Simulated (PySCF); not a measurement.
**Excitation energy of Ga⁺ by level of theory**

Ga⁺ [Ar] 3d10 4s2 (1S) → Ga⁺ [Ar] 3d10 4s1 5s1, s spin flipped, as a difference of total energies. Computed with PySCF 2.14 in aug-cc-pVTZ-PP with ECP10MDF (6s5p4d2f, 55 functions), with scalar relativity through the core potential. Correlated levels: valence: 3s2 3p6 3d10 frozen. The calculations carry no spin-orbit coupling.

```csv
method,excitation energy (eV)
UHF,0.000
LDA,0.000
PBE,0.000
PBE0,0.000
r2SCAN,0.000
r2SCANh,0.000
wB97X-V,0.000
M06-2X,0.000
BP86,0.000
MP2 (valence),0.000
SCS-MP2 (valence),0.000
```

The upper determinant mixes two multiplicities, so it lies between the two terms.

The promoted electron is Rydberg-like, and one or two diffuse shells describe it only roughly, which tends to raise the upper state.
